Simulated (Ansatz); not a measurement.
```yaml
crystal:
  periodic: [false, false, false]
  atoms:
    - {symbol: F, position_ang: [0.773518, -1.036979, 1.396256]}
    - {symbol: C, position_ang: [0.509920, -1.394665, -0.397881]}
    - {symbol: F, position_ang: [0.509920, -1.694665, -0.697881]}
    - {symbol: Si, position_ang: [-1.595483, -0.348700, 0.311310]}
    - {symbol: Si, position_ang: [1.370153, 0.845997, -0.437119]}
    - {symbol: H, position_ang: [-1.822291, 0.756797, 1.274734]}
    - {symbol: H, position_ang: [-2.112063, 0.032672, -1.026387]}
    - {symbol: H, position_ang: [-2.223873, -1.604729, 0.785712]}
    - {symbol: H, position_ang: [1.184725, 1.967084, 0.517090]}
    - {symbol: H, position_ang: [2.787448, 0.413650, -0.480617]}
    - {symbol: H, position_ang: [0.893883, 1.245109, -1.784571]}
basis:
  gaussian: {orbitals: STO-3G}
hamiltonian: {xc: {name: HF}}
correlation: {method: ccsd, electrons: all}
```

```sh
$ ansatz run in.yaml --threads 4 --pin off --events-out ev --progress --plain --max-ram 10444MiB
```

It prints (some lines left out):

```
Functional definition: HF
491 factors; integrals over basis functions are off by at most 5.1e-5 eV
mean field evaluation 1: about -21626.4862 eV, gradient 7.0e1 eV
mean field evaluation 2: about -21626.7453 eV, gradient 7.0e1 eV
mean field evaluation 4: about -21645.2840 eV, gradient 5.9e0 eV
mean field evaluation 8: about -21645.5775 eV, gradient 3.1e-1 eV
mean field evaluation 16: about -21645.5391 eV, gradient 2.4e-6 eV
mean field -21645.53909974 eV, -795.4588900422 hartree, gradient 2.4e-6 eV, S^2 0.000000; 4 other end points of the search recorded, 0 dependent functions left out; unrestricted orbitals would lower it
determinant -21645.53909974 eV, -795.4588900422 hartree, with singles and doubles -21652.82139562 eV, -795.7265094796 hartree
determinant -21645.38795469 eV, -795.4533355639 hartree, with singles and doubles -21652.54678058 eV, -795.7164175629 hartree
determinant -21645.10712556 eV, -795.4430152838 hartree, with singles and doubles -21652.76135380 eV, -795.7243029834 hartree
determinant -21645.53909974 eV, -795.4588900422 hartree, with singles and doubles -21652.90298109 eV, -795.7295076904 hartree
determinant -21645.38795469 eV, -795.4533355639 hartree, with singles and doubles -21652.59035342 eV, -795.7180188355 hartree
determinant -21645.10712556 eV, -795.4430152838 hartree, with singles and doubles -21652.74348366 eV, -795.7236462679 hartree
unrestricted determinant -21648.59798193 eV, -795.5713018893 hartree, S^2 0.9989
reference -21645.53909974 eV, -795.4588900422 hartree; 29, 29 occupied and 10, 10 virtual orbitals, 491 factors
second order -5.15726786 eV of doubles, -0.00000000 eV of singles
cycle   1  -6.03683854 eV  change    -1.4e0 eV  update   1.6e-1
cycle   2  -6.66232789 eV  change   -6.3e-1 eV  update   8.4e-2
cycle   3  -6.94009666 eV  change   -2.8e-1 eV  update   5.1e-2
cycle   4  -7.28099506 eV  change   -3.4e-1 eV  update   3.4e-2
cycle   5  -7.28229497 eV  change   -1.3e-3 eV  update   1.7e-2
cycle   6  -7.29477501 eV  change   -1.2e-2 eV  update   1.4e-2
cycle   7  -7.34136040 eV  change   -4.7e-2 eV  update   1.1e-2
cycle   8  -7.34518323 eV  change   -3.8e-3 eV  update   7.3e-3
cycle   9  -7.34480259 eV  change    3.8e-4 eV  update   5.2e-3
cycle  10  -7.36720676 eV  change   -2.2e-2 eV  update   3.7e-3
cycle  11  -7.35834220 eV  change    8.9e-3 eV  update   2.3e-3
cycle  12  -7.36000520 eV  change   -1.7e-3 eV  update   1.8e-3
cycle  13  -7.36183412 eV  change   -1.8e-3 eV  update   1.3e-3
cycle  14  -7.36455090 eV  change   -2.7e-3 eV  update   1.0e-3
cycle  15  -7.36431140 eV  change    2.4e-4 eV  update   5.2e-4
cycle  16  -7.36353802 eV  change    7.7e-4 eV  update   3.4e-4
cycle  17  -7.36345684 eV  change    8.1e-5 eV  update   2.6e-4
cycle  18  -7.36361957 eV  change   -1.6e-4 eV  update   2.2e-4
cycle  19  -7.36369446 eV  change   -7.5e-5 eV  update   1.8e-4
cycle  20  -7.36361330 eV  change    8.1e-5 eV  update   1.1e-4
cycle  21  -7.36354820 eV  change    6.5e-5 eV  update   8.6e-5
cycle  22  -7.36357803 eV  change   -3.0e-5 eV  update   7.9e-5
cycle  23  -7.36370987 eV  change   -1.3e-4 eV  update   7.3e-5
cycle  24  -7.36386988 eV  change   -1.6e-4 eV  update   6.4e-5
cycle  25  -7.36392453 eV  change   -5.5e-5 eV  update   5.3e-5
cycle  26  -7.36390328 eV  change    2.1e-5 eV  update   4.5e-5
cycle  27  -7.36390201 eV  change    1.3e-6 eV  update   3.6e-5
cycle  28  -7.36392135 eV  change   -1.9e-5 eV  update   3.1e-5
cycle  29  -7.36391141 eV  change    9.9e-6 eV  update   2.4e-5
cycle  30  -7.36389710 eV  change    1.4e-5 eV  update   1.7e-5
cycle  31  -7.36389492 eV  change    2.2e-6 eV  update   1.2e-5
WARN: these amplitudes may be one of several solutions (largest doubles amplitude 0.43, level shift 2.01 eV)
Total energy: -21652.90299467 eV, -795.7295081891 hartree
```

Task: What is wrong with this run?

Result: One atom was put on top of another. The calculation finished and met its thresholds. The result belongs to that input, not to the molecule as meant.
